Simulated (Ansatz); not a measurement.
Geometry optimisation, RHF/def2-SVP in Ansatz 0.2.0.

The input (input.yaml):

```yaml
crystal:
  periodic: [false, false, false]
  atoms:
    - { symbol: Zn, position_ang: [0.0, 0.0, 0.0] }
    - { symbol: O, position_ang: [0.0, 0.0, 2.14] }
    - { symbol: H, position_ang: [-0.9095, -0.2814, 2.4771] }
    - { symbol: Cl, position_ang: [0.0, 0.0, -2.24] }
    - { symbol: H, position_ang: [1.7115, 0.4692, 0.5897] }
    - { symbol: H, position_ang: [1.3241, 0.363, 1.5381] }
basis:
  gaussian: { orbitals: def2-SVP }
hamiltonian:
  xc: hf
relax:
  f_tol: 0.15
  max_steps: 25
  restrain:
    - { distance: [0, 4], at: 1.57, k: 30.0 }
    - { distance: [5, 1], at: 1.01, k: 30.0 }
    - { distance: [0, 1], at: 2.99, k: 30.0 }
    - { distance: [5, 4], at: 1.86, k: 30.0 }
```

Launched with:

```bash
$ ansatz run input.yaml --threads 1 --pin off --max-ram 2048MiB --backend cpu --events-out ev --progress --plain --runs-dir out
```

**Question.** Where does it end, and by what steps?

**Answer.** The run converged. The restraints hold the end off the free minimum. After 14 steps the energy has fallen by 2.370 eV (the restraints' own energy left out); Zn1 moved furthest, 1.04 Å. Parted: Zn1–O2 (2.14 → 2.98 Å). Joined: O2–H6 (1.50 → 0.97 Å).

```csv
step,energy less start (eV),largest force component (eV/Å),accepted
0,0.0000,3.794,yes
1,1.0700,2.767,yes
2,0.6868,4.685,yes
3,-0.4681,2.419,yes
4,-1.2750,1.750,yes
5,-1.7496,1.301,yes
6,-2.0080,1.436,yes
7,-2.1939,1.340,yes
8,-2.2337,1.218,yes
9,-2.3117,1.312,yes
10,-2.3369,1.442,yes
11,-2.3666,1.415,yes
12,-2.2735,2.083,no
13,-2.3629,1.269,no
14,-2.3695,1.372,yes
```

```xyz
6
Properties=species:S:1:pos:R:3
Zn 0.796 0.229 -0.622
O -0.266 0.238 2.165
H -0.436 -0.520 2.704
Cl -0.504 0.028 -2.314
H 1.841 0.318 0.547
H 0.695 0.257 2.025
```

The run took 34 s on 1 thread of Arm Neoverse N1, on a shared host, peak memory 0.16 GiB.
